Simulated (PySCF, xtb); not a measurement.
CH4CdS2, SMILES C[S][Cd][SH]. One conformer was computed; it need not be the lowest.

Harmonic wavenumbers (cm⁻¹) from GFN2-xTB in xtb 6.7.1 at its own minimum, in rising order: 34, 65, 105, 155, 160, 238, 276, 517, 712, 940, 941, 1310, 1426, 1445, 2471, 2953, 2965, 3044.

Task: What does PySCF with PBE0-D3(BJ)/def2-SVP give at its own minimum? (The exact figures need the calculation; the answer reports its results.)

Result: 68, 81, 114, 128, 168, 314, 398, 635, 723, 957, 969, 1336, 1454, 1456, 2707, 3067, 3177, 3179. Paired by order, the mean absolute difference is 68 cm⁻¹ and the zero-point energies are 28.2 and 29.9 kcal/mol.
